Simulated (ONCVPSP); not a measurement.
## Reading a pseudo-wave (Sb)

Columns: radius, all-electron u(r) and pseudo u(r) of the 4p shell (level -101.79 eV) of antimony in the configuration [Ar] 3d10 4s2 4p6 4d10 5s2 5p3; PBE, scalar-relativistic, ONCV scheme, ONCVPSP 4.0.1.

| r (bohr) | all-electron | pseudo |
| --- | --- | --- |
| 0.057 | 0.4508 | 0.0167 |
| 0.115 | 0.1142 | 0.0668 |
| 0.172 | -0.4280 | 0.1460 |
| 0.230 | -0.6843 | 0.2525 |
| 0.288 | -0.6034 | 0.3791 |
| 0.345 | -0.3178 | 0.5158 |
| 0.402 | 0.0484 | 0.6568 |
| 0.460 | 0.4155 | 0.7964 |
| 0.518 | 0.7274 | 0.9238 |
| 0.575 | 0.9608 | 1.0301 |
| 0.632 | 1.1201 | 1.1125 |
| 0.690 | 1.2129 | 1.1683 |
| 0.747 | 1.2477 | 1.1942 |
| 0.805 | 1.2389 | 1.1923 |
| 0.862 | 1.1987 | 1.1653 |
| 0.920 | 1.1355 | 1.1157 |
| 0.977 | 1.0600 | 1.0505 |
| 1.035 | 0.9758 | 0.9726 |
| 1.092 | 0.8906 | 0.8899 |
| 1.150 | 0.8047 | 0.8045 |
| 1.208 | 0.7220 | 0.7218 |
| 1.265 | 0.6453 | 0.6451 |
| 1.322 | 0.5741 | 0.5739 |
| 1.380 | 0.5075 | 0.5074 |
| 1.438 | 0.4470 | 0.4469 |
| 1.495 | 0.3934 | 0.3933 |

(1) How many radial nodes do the two functions have?

(2) At about which radius was the pseudo-wave matched?

(3) Is the pseudo-wave norm-conserving?

## Answers

(1) The all-electron 4p function has n − l − 1 = 2; the pseudo-wave has 0, since the states of the same l below it are removed with the core.

(2) 1.15 bohr, where the columns begin to agree (steps of 0.06 bohr).

(3) Yes: the ONCV scheme keeps the norm inside the radius equal to the all-electron one, which fixes the energy derivative of the logarithmic derivative at the level.
